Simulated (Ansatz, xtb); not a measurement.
Two isomers of C2H9ClOSi3

Structure a is `[SiH3]/C=C/[Si@H](Cl)O[SiH3]`, a singlet and structure b is `Cl[C@@H]1C[SiH2]O[SiH2][SiH2]1`, a singlet. Both are isolated molecules in the gas phase, relaxed with r2SCAN-D4/def2-SVP; the shapes shown needn't be the lowest conformers.

a (Å):

```xyz
16

C    -0.4835    0.4308    1.5665
C    -0.8423   -0.5645    0.7274
Cl    0.1599   -1.4553   -2.1889
O    -0.8388    1.3155   -1.4207
Si   -0.1523    0.2083    3.3995
Si   -1.1441   -0.2680   -1.0806
Si    0.0938    2.3048   -2.3902
H     1.2457    0.6235    3.7278
H    -0.3498   -1.2259    3.7628
H    -1.0805    1.0625    4.2021
H    -0.3775    1.4411    1.1392
H    -0.9564   -1.5866    1.1213
H    -2.5185   -0.6238   -1.5141
H    -0.2646    3.7104   -2.0579
H     1.5425    2.0778   -2.1183
H    -0.1915    2.0389   -3.8295
```

b (Å):

```xyz
16

C    -0.7221    1.5753    0.4209
C     0.4095    0.6200    0.0451
Cl   -1.8306    1.8432   -1.0230
O    -1.4203   -1.6632    0.0374
Si   -0.0987   -1.0256   -0.7534
Si   -2.6791   -1.0907    0.9767
Si   -1.8648    0.9477    1.8275
H    -0.3333    2.5800    0.6537
H     1.1110    1.1153   -0.6533
H     0.9940    0.4008    0.9590
H     1.0406   -1.9776   -0.6114
H    -0.4026   -0.8481   -2.2001
H    -3.9137   -0.9095    0.1566
H    -2.9726   -2.0903    2.0458
H    -2.8969    1.9833    2.1279
H    -1.0163    0.7374    3.0469
```

Estimate which is lower in electronic energy at CCSD(T)/def2-SVP + ΔMP2/def2-TZVPP, and by roughly how much.

The CCSD(T)/def2-SVP + ΔMP2/def2-TZVPP calculation puts structure a lower, by 16.3 kcal/mol.

Level by level:

```csv
level,geometry,E(b) − E(a) (kcal/mol),departure from the last row (kcal/mol),"job, with rough time for the two"
r2SCAN-D4/def2-SVP,r2SCAN-D4/def2-SVP,+10.5,−5.7,"optimisation, 3.1 min"
HF/def2-SVP,r2SCAN-D4/def2-SVP,+25.0,+8.8,part of the CCSD(T) run
MP2/def2-SVP,r2SCAN-D4/def2-SVP,+15.0,−1.2,part of the CCSD(T) run
CCSD(T)/def2-SVP,r2SCAN-D4/def2-SVP,+15.5,−0.7,single point
CCSD(T)/def2-SVP + ΔMP2/def2-TZVPP,r2SCAN-D4/def2-SVP,+16.3,,"single point, 1.8 min"
```

As drawn, b has 1 C–Cl, 1 C–C, 1 Si–Si, 1 C–H in place of 1 C=C, 1 Cl–Si, 1 Si–H. Structure a has no ring, b a 6-membered ring.

The levels shown agree on the order. The largest departure from CCSD(T)/def2-SVP + ΔMP2/def2-TZVPP is that of HF/def2-SVP, 8.8 kcal/mol. Levels run at GFN2-xTB geometries aren't shown. The last row adds to CCSD(T) the change of the MP2 difference between the two basis sets, here +0.7 kcal/mol.

With thermal terms from frequencies at re-optimised GFN2-xTB minima (ideal gas, soft modes damped towards free rotors, one conformer each, 298.15 K, 1 atm): on the last row, ΔE + ΔZPE = +19.6, ΔH = +18.2, ΔG = +22.2 kcal/mol.

The correlated steps freeze 23 core orbitals. Programs: Ansatz 0.2.0, xtb 6.7.1; the last row on 4 threads of Arm Neoverse V1 on a shared host.
